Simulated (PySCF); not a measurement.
C3H4FNSSi, SMILES s1cnc(c1F)[SiH3].

Coordinates come from a ωB97X-D3(BJ)/def2-SVP optimisation. This is a generated structure with no PubChem entry under its InChIKey; it may be hypothetical.

All values below come from PySCF with ωB97X/def2-TZVP.

Gas-phase values at a fixed geometry.

| Item | Result |
|---|---|
| total energy | -959.02462 hartree |
| point group | Cs |
| highest occupied level | -9.62 eV |
| lowest empty level | 1.09 eV |
| orbital gap | 10.71 eV |
| dipole moment | 1.50 D |
| quadrupole, principal values (traceless, Buckingham form, about the centre of nuclear charge) | -6.35, -2.14, 8.49 D·Å |
| mean static polarisability | 82.2 bohr³ (12.17 Å³) |
| polarisability, principal values | 56.4, 82.5, 107.5 bohr³ |
